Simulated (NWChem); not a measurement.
# AlH3O2; SMILES [OH][AlH][OH]

```xyz
6

Al    -0.3565    -0.1424    -0.2465
H     -1.5275    -0.9449    -0.9266
O     -0.1438     1.4779    -0.7004
H      0.5322     2.0648    -0.3584
O      0.6991    -0.8074     0.9104
H      0.6799    -1.7046     1.2450
```
Atoms are numbered in this order, from 1.

Results from NWChem. Pople sets run with spherical d functions. Coordinates come from a PBE0/def2-SVP optimisation. Atomic charges in e: unrestrained fits to the electrostatic potential beside Mulliken populations; buried atoms are poorly determined by the fit.

Predict the results for Hartree-Fock/6-31G*. Quantities: ESP Al1; Mulliken Al1; ESP O3; Mulliken O3; ESP O5; Mulliken O5; relative RMS misfit of the potential (%).


```
Quantity                                  Result
----------------------------------------  ------
ESP Al1                                     1.24
Mulliken Al1                                1.15
ESP O3                                     -0.91
Mulliken O3                                -0.96
ESP O5                                     -0.88
Mulliken O5                                -0.96
relative RMS misfit of the potential (%)      21
```
